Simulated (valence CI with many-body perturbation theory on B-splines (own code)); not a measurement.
# E1 line list for Sb³⁷⁺

Computed by valence CI with perturbative core correlation (CI+MBPT): four valence electrons over a frozen Dirac-Fock core [Ne], a basis of 11 s, 11 p, 10 d, 8 f, 5 g, 2 h functions for each j, with the one-electron correlation potential Σ1 (screened to all orders), the two-electron term Σ2, the three-electron term Σ3, Breit, model QED; selected single and double excitations, second order for the rest, scaled by the run's own slope (own B-spline code, finite nucleus).

No measured spectrum was set against this ion. As an estimate, large intervals hold to a few tenths of a per cent, small ones and those within an open d or f shell to about a per cent. Among the levels kept, up to 680 cm⁻¹ of a level comes from second order outside the variational space, and about a tenth of that is noise between levels of different J, which matters for small intervals.

Lines 151 to 200 of 560 in falling wavelength, among levels below 575.51 eV, chosen from the strongest by gf and those to the six lowest levels. Wavelengths and rates use the calculated energies. Electric multipoles are in the length gauge, E1 and E2 with the static RPA response of the core. Weak lines are less certain than strong ones. Lines between different terms over intervals too small for the method are left out, as are lines whose strength nearly cancels. Where a level lies close to another of its J and parity, the split of strength between their lines is uncertain. The highest levels of a list are the least certain.

Levels are named by their leading jj configuration (3d3/2^4 stands for four electrons in 3d with j = 3/2), which in mixed levels can hold well under half, so a name can repeat and another be missing. Letters in brackets count levels of one name in rising energy.

```tsv
λ vac (Å)	Upper	Lower	A (s⁻¹)	log gf	Branch %
76.43	(3s 3p1/2 3d3/2 3d5/2) J=3 [e]	(3s 3p1/2 3p3/2 3d3/2) J=3 [b]	1.34e+10	-1.09	5.2
76.39	(3p1/2 3p3/2^2 3d3/2) J=1 [a]	(3s 3p1/2 3p3/2 3d3/2) J=1 [c]	8.81e+10	-0.64	23.4
76.28	(3s 3p1/2 3p3/2 3d3/2) J=2 [c]	(3s^2 3p1/2 3d3/2) J=2	5.17e+10	-0.65	44.3
76.27	(3s 3p3/2 3d3/2^2) J=3	(3s 3p1/2 3p3/2 3d5/2) J=2 [c]	2.28e+10	-0.86	5.3
76.22	(3s 3p1/2^2 3d5/2) J=2	(3s 3p1/2^2 3p3/2) J=2	2.25e+10	-1.01	48.5
76.22	(3s 3p1/2 3p3/2 3d5/2) J=1 [b]	(3s 3p1/2 3p3/2^2) J=0	6.28e+10	-0.78	54.4
76.20	(3p1/2^2 3p3/2 3d5/2) J=1	(3s 3p1/2 3p3/2 3d3/2) J=0 [a]	4.08e+10	-0.97	28.5
76.19	(3s 3p1/2 3p3/2 3d3/2) J=2 [a]	(3s 3p1/2^2 3p3/2) J=1	4.68e+10	-0.69	74.7
76.04	(3s 3p1/2 3p3/2 3d5/2) J=1 [c]	(3s 3p1/2 3p3/2^2) J=1 [a]	9.12e+10	-0.62	48.0
76.02	(3p1/2 3p3/2^2 3d3/2) J=4	(3s 3p1/2 3p3/2 3d3/2) J=3 [b]	1.28e+11	0.00	60.9
76.00	(3s 3p1/2 3d3/2 3d5/2) J=4 [b]	(3s 3p1/2 3p3/2 3d3/2) J=4	9.45e+09	-1.13	10.3
75.96	(3s 3p1/2 3d3/2 3d5/2) J=2 [a]	(3s 3p1/2 3p3/2 3d3/2) J=1 [a]	6.34e+10	-0.56	55.7
75.94	(3s 3p3/2 3d3/2 3d5/2) J=3 [b]	(3s 3p3/2^2 3d3/2) J=3	2.91e+10	-0.75	10.1
75.86	(3s 3p3/2 3d3/2 3d5/2) J=1 [b]	(3s 3p3/2^2 3d3/2) J=1 [a]	3.51e+10	-1.04	8.6
75.82	(3p1/2 3p3/2^3) J=2	(3s 3p1/2 3p3/2^2) J=1 [b]	2.59e+10	-0.95	8.4
75.82	(3s 3p1/2 3d3/2 3d5/2) J=5	(3s 3p1/2 3p3/2 3d3/2) J=4	5.14e+10	-0.31	62.5
75.81	(3s 3p1/2 3d3/2 3d5/2) J=2 [c]	(3s 3p1/2 3p3/2 3d5/2) J=2 [a]	2.06e+10	-1.05	6.2
75.78	(3s 3p1/2 3p3/2 3d3/2) J=1 [d]	(3s^2 3p1/2 3d3/2) J=1	4.45e+10	-0.94	9.8
75.76	(3p1/2 3p3/2^2 3d3/2) J=4	(3s 3p1/2 3p3/2 3d5/2) J=3 [b]	2.01e+10	-0.81	9.6
75.73	(3s 3p3/2 3d3/2 3d5/2) J=1 [b]	(3s 3p3/2^2 3d3/2) J=2 [a]	5.75e+10	-0.83	14.1
75.56	(3s 3p1/2 3p3/2 3d5/2) J=2 [c]	(3s 3p1/2 3p3/2^2) J=1 [a]	8.34e+10	-0.45	42.1
75.55	(3s 3p1/2 3d3/2 3d5/2) J=3 [b]	(3s 3p1/2 3p3/2 3d3/2) J=4	2.76e+10	-0.78	16.7
75.51	(3s 3p3/2^2 3d5/2) J=4 [b]	(3s^2 3p3/2 3d5/2) J=3	2.34e+11	0.25	73.5
75.51	(3s 3p1/2 3d3/2 3d5/2) J=4 [c]	(3s 3p1/2 3p3/2 3d5/2) J=3 [a]	3.16e+10	-0.61	15.6
75.36	(3p1/2 3p3/2^2 3d5/2) J=4 [b]	(3s 3p1/2 3p3/2 3d5/2) J=3 [c]	6.18e+10	-0.32	23.3
75.21	(3s 3p3/2^2 3d3/2) J=1 [b]	(3s^2 3p3/2 3d3/2) J=2	7.38e+10	-0.73	18.1
75.18	(3s 3p1/2 3d5/2^2) J=5	(3s 3p1/2 3p3/2 3d5/2) J=5	3.30e+10	-0.51	43.6
75.17	(3s 3p1/2 3d3/2 3d5/2) J=3 [d]	(3s 3p1/2 3p3/2 3d5/2) J=3 [a]	2.36e+10	-0.85	8.3
75.13	(3p1/2 3p3/2^2 3d5/2) J=3 [c]	(3s 3p1/2 3p3/2 3d5/2) J=3 [e]	9.51e+10	-0.25	25.8
75.07	(3p1/2 3p3/2^2 3d3/2) J=2 [c]	(3s 3p1/2 3p3/2 3d3/2) J=1 [d]	9.75e+10	-0.39	20.4
75.06	(3s 3p1/2 3d3/2 3d5/2) J=3 [d]	(3s 3p1/2 3p3/2 3d3/2) J=2 [c]	1.49e+10	-1.05	5.3
75.02	(3s 3p3/2^2 3d5/2) J=2 [a]	(3s^2 3p3/2 3d5/2) J=1	8.96e+10	-0.42	34.2
74.94	(3s 3p1/2 3p3/2 3d5/2) J=0	(3s 3p1/2 3p3/2^2) J=1 [a]	9.79e+10	-1.08	32.8
74.90	(3s 3p1/2 3d5/2^2) J=2 [b]	(3s 3p1/2 3p3/2 3d3/2) J=3 [b]	5.85e+10	-0.61	21.3
74.78	(3s 3p1/2 3d5/2^2) J=2 [a]	(3s 3p1/2 3p3/2 3d3/2) J=2 [d]	2.29e+10	-1.02	11.7
74.78	(3s 3p1/2 3d3/2 3d5/2) J=2 [d]	(3s 3p1/2 3p3/2 3d5/2) J=2 [a]	2.84e+10	-0.92	8.9
74.78	(3s 3p1/2 3p3/2 3d5/2) J=2 [b]	(3s 3p1/2 3p3/2^2) J=3	8.72e+10	-0.44	46.7
74.77	(3p1/2 3p3/2^2 3d5/2) J=5	(3s 3p1/2 3p3/2 3d5/2) J=4 [b]	1.74e+10	-0.79	10.5
74.75	(3s 3p3/2 3d3/2 3d5/2) J=4 [c]	(3s 3p3/2^2 3d5/2) J=4 [a]	6.23e+10	-0.33	25.9
74.65	(3p1/2 3p3/2^2 3d3/2) J=2 [a]	(3s 3p1/2 3p3/2 3d3/2) J=2 [c]	6.91e+10	-0.54	31.2
74.63	(3s 3p1/2 3p3/2 3d3/2) J=0 [b]	(3s^2 3p1/2 3d3/2) J=1	8.68e+10	-1.14	34.8
74.60	(3p1/2 3p3/2^2 3d3/2) J=3 [a]	(3s 3p1/2 3p3/2 3d5/2) J=2 [a]	6.14e+10	-0.45	26.7
74.60	(3s^2 3d3/2 3d5/2) J=2	(3s^2 3p3/2 3d3/2) J=1	8.81e+10	-0.43	17.2
74.55	(3s^2 3d3/2 3d5/2) J=2	(3s^2 3p3/2 3d3/2) J=2	2.92e+10	-0.91	5.7
74.52	(3s 3p1/2 3p3/2^2) J=0	(3s^2 3p1/2 3p3/2) J=1	5.79e+10	-1.32	100.0
74.46	(3s 3p3/2^2 3d5/2) J=2 [c]	(3s 3p3/2^3) J=1	3.21e+11	0.13	54.6
74.43	(3s 3p3/2^2 3d5/2) J=3 [d]	(3s 3p3/2^3) J=2	2.17e+11	0.10	45.6
74.41	(3s 3p1/2 3p3/2 3d5/2) J=2 [a]	(3s^2 3p1/2 3d3/2) J=2	2.70e+10	-0.95	25.9
74.35	(3p1/2 3p3/2^2 3d5/2) J=4 [b]	(3s 3p1/2 3p3/2 3d5/2) J=4 [b]	2.81e+10	-0.68	10.6
74.33	(3s^2 3p1/2 3d5/2) J=2	(3s^2 3p1/2 3p3/2) J=1	1.08e+11	-0.35	99.2
```
